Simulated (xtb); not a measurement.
CdHBr, SMILES [Br][CdH]. All values are semi-empirical tight-binding results from xtb (GFN2-xTB unless named), good for trends rather than for accurate numbers. The structure is a stationary point at GFN2-xTB.

For metal compounds this method's bond lengths and energies can be far off.

```
Item                                            Value
-------------------------------------  --------------
point group as xtb finds it                        Cs
orbital gap                                   5.71 eV
zero-point energy                        2.7 kcal/mol
G − E(el) at 298.15 K (modified RRHO)  -14.6 kcal/mol
```
